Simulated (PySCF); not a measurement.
Several molecules and their computed UV-vis stick spectra, shuffled. Theory: PySCF, TDDFT PBE0/def2-SVPD, vertical, gas phase, core orbitals frozen in the response. Geometries: GFN2-xTB; one conformer of each isolated species. Triplets are in the Tamm–Dancoff approximation. Ions are computed without counter-ions or solvent.

A. `C=C[C+](CF)CCC` ([C7H12F]+)
B. `CCC` (C3H8)
C. `C1CC1[C+](CCF)C` ([C7H12F]+)
D. `FC(F)(F)C1(Cl)CC1` (C4H4ClF3)
E. `c1cnc(SC)cc1O` (C6H7NOS)

Lowest singlet levels (six at most, fewer where fewer were computed) with oscillator strengths:

1. 313 nm (f 0.003); 293 nm (f 0.149); 281 nm (f 0.014); 253 nm (f 0.237); 249 nm (f 0.019); 227 nm (f 0.064); T1 2.72 eV
2. 251 nm (f 0.004); 240 nm (f 0.084); 234 nm (f 0.078); 209 nm (f 0.224); 202 nm (f 0.019); 201 nm (f 0.063); T1 3.92 eV
3. 262 nm (f 0.015); 242 nm (f 0.250); 232 nm (f 0.000); 227 nm (f 0.000); 221 nm (f 0.002); 216 nm (f 0.003); T1 3.80 eV
4. 141 nm (f 0.003); 137 nm (f 0.043); 136 nm (f 0.005); 128 nm (f 0.000); 126 nm (f 0.120); 125 nm (f 0.018); T1 8.53 eV
5. 183 nm (f 0.000); 169 nm (f 0.003); 152 nm (f 0.041); 143 nm (f 0.022); 143 nm (f 0.002); 142 nm (f 0.004); T1 6.07 eV

Problem. Match each spectrum to its molecule.

Solution. 1 = A, 2 = C, 3 = E, 4 = B, 5 = D.
- A: S1 at 3.96 eV, HOMO-1→LUMO (79%), HOMO→LUMO (18%); Löwdin shares by element: HOMO carbon 60% or more (atoms not listed hold the other 40%); LUMO carbon 75% or more (atoms not listed hold the other 25%); HOMO -13.67 and LUMO -8.74 eV.
- B: S1 at 8.79 eV, HOMO→LUMO (98%); Löwdin shares by element: HOMO carbon 54%, hydrogen 12% or more (atoms not listed hold the other 34%); LUMO carbon 54%, hydrogen 6% or more (atoms not listed hold the other 40%); HOMO -9.21 and LUMO 0.88 eV; point group C2v, 1 of its 6 listed states under f = 0.0005.
- C: S1 at 4.93 eV, HOMO-1→LUMO (88%); Löwdin shares by element: HOMO carbon 43% or more, fluorine 15% (atoms not listed hold the other 41%); LUMO carbon 70% or more (atoms not listed hold the other 30%); HOMO -13.90 and LUMO -7.76 eV.
- D: S1 at 6.77 eV, HOMO→LUMO (98%); Löwdin shares by element: HOMO chlorine 57%, carbon 37% or more; LUMO chlorine 51%, carbon 33% or more (atoms not listed hold the other 16%); HOMO -8.53 and LUMO -0.07 eV; point group Cs, 1 of its 6 listed states under f = 0.0005.
- E: S1 at 4.73 eV, HOMO→LUMO (78%), HOMO→LUMO+1 (16%); Löwdin shares by element: HOMO sulfur 49%, carbon 27% or more (atoms not listed hold the other 24%); LUMO carbon 66% or more (atoms not listed hold the other 34%); HOMO -6.32 and LUMO -0.61 eV; point group Cs, 2 of its 6 listed states under f = 0.0005.
